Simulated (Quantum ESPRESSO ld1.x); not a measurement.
All-electron atom: Bi82+ in 1s1. Method: scalar-relativistic Kohn-Sham, LDA (Slater exchange, VWN5 correlation), spin-polarised, spherical densities, point nucleus; open shells are filled with parallel spins first; computed with ld1.x of Quantum ESPRESSO 7.5.

Unscreened Slater integrals over Kohn-Sham orbitals (hartree). They are taken over the spin-up orbitals. Empty in this configuration: 2p, 2s.

| integral | value |
|---|---|
| F0(2p,2p) | 16.177 |
| F2(2p,2p) | 7.6734 |
| F0(2p,2s) | 15.069 |
| G1(2p,2s) | 8.5696 |
| F0(2p,1s) | 21.963 |
| G1(2p,1s) | 4.4574 |
| F0(2s,2s) | 14.394 |
| F0(2s,1s) | 20.476 |
| G0(2s,1s) | 2.2345 |
| F0(1s,1s) | 61.080 |
